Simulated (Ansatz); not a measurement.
`Cl[Si](Cl)(Cl)[GeH3]` + `[NH2][Ge][F]` → `F[Si](Cl)(Cl)[GeH3]` + `[NH2][Ge][Cl]` at 600 K and 1 bar (redistribution).

Gas-phase electronic energies from Ansatz, PBE0-D4/def2-TZVP geometries. CCSD(T)/CBS adds triple-zeta CCSD(T) − MP2 to the extrapolated MP2 energy (def2 sets, frozen cores). For Ge outer-core shells are correlated without core-valence functions, which leaves a few kJ/mol of doubt a bond. Scalar relativity is left out up to krypton. One conformer a species, not always the lowest.

```
               species  CCSD(T)/CBS energy (Eh)  H − E (kJ/mol)  S (J/(mol·K))
`Cl[Si](Cl)(Cl)[GeH3]`              -3746.48623           142.8          483.9
        `[NH2][Ge][F]`              -2231.86581           107.5          335.1
 `F[Si](Cl)(Cl)[GeH3]`              -3386.51611           144.2          479.4
       `[NH2][Ge][Cl]`              -2591.85675           106.9          347.9
```

H − E and S are ideal-gas, rigid-rotor, harmonic terms from PBE0-D4/def2-TZVP, for one conformer and one mirror image of each species. 1 Eh = 2625.50 kJ/mol, R = 8.31446 J/(mol·K).

By hand: ΔE, ΔH, ΔS and ΔG.

ΔE = (-3386.51611) + (-2591.85675) − (-3746.48623) − (-2231.86581) = -0.02082 Eh = -54.7 kJ/mol. Δ(H − E) = 144.2 + 106.9 − 142.8 − 107.5 = 0.8, so ΔH = -53.9 kJ/mol. ΔS = 479.4 + 347.9 − 483.9 − 335.1 = 8.3 J/(mol·K). ΔG = -53.9 − 600 × (8.3)/1000 = -58.9 kJ/mol.

By hand: the equilibrium constant, and the temperature at which ΔG would vanish if ΔH and ΔS stayed fixed.

log₁₀ K = −ΔG/(RT ln 10) = 5.1. ΔH and −TΔS have one sign here, so there is no such temperature.

The number of gas molecules stays the same, so ΔS is small and ΔH decides. A doubt of 5 kJ/mol in ΔE shifts log₁₀ K by 0.4 here. Other conformers and mirror images would add mixing entropy, several J/(mol·K) or more a flexible species. These are equilibria of isolated gas molecules and say nothing of rates. Largest T1 diagnostic: 0.014 (customary marks: 0.02 for closed shells, 0.045 for open ones).

ΔS is within the doubt of such terms, so its sign, and with it that verdict, could turn.
